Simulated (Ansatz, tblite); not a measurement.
Removing and adding an electron: Al3Ni. Total charge 0; doublet. Geometry: r2SCAN-D4/def2-SVP. Ansatz, gas phase; energy differences of separate SCF runs; the oxidised species is a singlet (the triplet lies 1.03 eV higher at PBE0-D4/def2-TZVP); the reduced species is a singlet (the triplet lies 0.07 eV higher at PBE0-D4/def2-TZVPD).

```xyz
4

Ni    0.446   -0.254   -1.085
Al   -1.105   -1.111    0.248
Al    1.245   -0.102    0.977
Al   -0.586    1.467   -0.140
```

The xTB rows come from tblite. The structure comes from a short search, and lower isomers may exist.

```tsv
level	−HOMO (eV)	vertical IE (eV)	−LUMO (eV)	vertical EA (eV)	HOMO–LUMO gap (eV)	IE − EA (eV)	remarks
PBE-D4/def2-TZVP	3.90	6.15	3.31	–	0.59	–	–
PBE-D4/def2-TZVPD	3.91	–	3.33	1.36	0.59	–	HOMO above zero (-1 singlet), restricted singlet, untested (-1 singlet)
PBE0-D4/def2-TZVP	4.71	6.22	2.54	–	2.17	–	–
PBE0-D4/def2-TZVPD	4.71	–	2.56	1.35	2.16	–	restricted singlet, untested (-1 singlet)
```

Task: Estimate the rows for GFN1-xTB, GFN2-xTB, r2SCAN-D4/def2-TZVP, r2SCAN-D4/def2-TZVPD.

Result: 
| level | −HOMO (eV) | vertical IE (eV) | −LUMO (eV) | vertical EA (eV) | HOMO–LUMO gap (eV) | IE − EA (eV) | remarks |
| --- | --- | --- | --- | --- | --- | --- | --- |
| GFN1-xTB | – | 8.19 | – | 3.02 | – | 5.17 | – |
| GFN2-xTB | – | 9.77 | – | 4.00 | – | 5.77 | – |
| r2SCAN-D4/def2-TZVP | 4.12 | 6.26 | 3.11 | – | 1.02 | – | – |
| r2SCAN-D4/def2-TZVPD | 4.13 | – | 3.11 | 1.33 | 1.01 | – | HOMO above zero (-1 singlet), restricted singlet, untested (-1 singlet) |

   A HOMO above zero means that the electron is unbound at that level or that self-interaction error raises the level; the energy of removing that electron tells which. HOMO and LUMO are the levels of the spin that leaves or enters (xTB has no such levels and no spin-polarisation term). Other spin states of the ions may lie lower, which would lower the ionisation energy or raise the affinity. Raw xTB energy differences between charge states are shifted by several eV; the methods need an empirical correction for them.
